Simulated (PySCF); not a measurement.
Telling isomers of C5H11NO2Si apart by NMR

Computational details: geometry: GFN2-xTB, GIAO PBE0/pcSseg-1 shieldings, in PySCF 2.14 (in vacuum, averaged over atoms made equivalent by symmetry, fast rotation or ring inversion, single conformer, non-relativistic Hamiltonian).

Scale: ¹H (σ = 31.72 ppm) and ¹³C (σ = 186.93 ppm) against TMS (reference shieldings calculated alike). Where no couplings were computed, multiplicities follow the n + 1 count of equivalent neighbours, and m marks all less simple cases (inequivalent or close neighbours, rings, F or P nearby). Acid and N–H amide carbonyl carbons lie up to 10 ppm further downfield in solution (hydrogen bonding). Shifts are as computed. Against solution values, carbons near 30 ppm lie about +3 ppm off and those near 130 ppm about +5 ppm. Of 1211 compounds with measured shifts, 218 miss one by over three times the rms of a fit or turn the order of signals round; such compounds aren't used in these exercises. OH and NH positions are gas-phase values without hydrogen bonding to other molecules.

(1) Tabulate the signals of `C=CO[SiH2]CC(=O)NC`, `C=N[SiH2]C(=O)OC(C)C` and their relative energies.

(2) What is the quickest way to tell C=CO[SiH2]CC(=O)NC from C=N[SiH2]C(=O)OC(C)C?

Answers

(1) 
```json
{"SMILES": "C=CO[SiH2]CC(=O)NC", "carbon types": "1×C 1×CH 2×CH2 1×CH3", "δC": "174.5, 157.0, 93.2, 26.8, 24.6", "δH": "6.61 (m, 1H), 5.18 (t, 2H), 4.54 (br, 1H), 4.35 (m, 1H), 4.29 (m, 1H), 3.11 (d, 3H), 2.08 (t, 2H)", "E rel. (kcal/mol)": "0.0"}
{"SMILES": "C=N[SiH2]C(=O)OC(C)C", "carbon types": "1×C 1×CH 1×CH2 2×CH3", "δC": "186.0, 176.7, 67.1, 24.1", "δH": "8.87 (m, 1H), 8.80 (m, 1H), 5.52 (sept, 1H), 5.29 (s, 2H), 1.30 (d, 6H)", "E rel. (kcal/mol)": "21.7"}
```

Energies are electronic energies at PBE0/pcSseg-1 on these geometries, without zero-point or thermal terms, each for the one conformer computed, which needn't be the lowest.

(2) Count the carbon signals: 5 against 4. The first has an alkene carbon bearing oxygen (CH) at 157.0 ppm, the second a C=N carbon (CH2) at 176.7 ppm. Their most deshielded carbons lie at 174.5 and 186.0 ppm. In the proton spectra the most deshielded non-exchanging signals are 6.61 (m, 1H) and 8.87 (m, 1H).
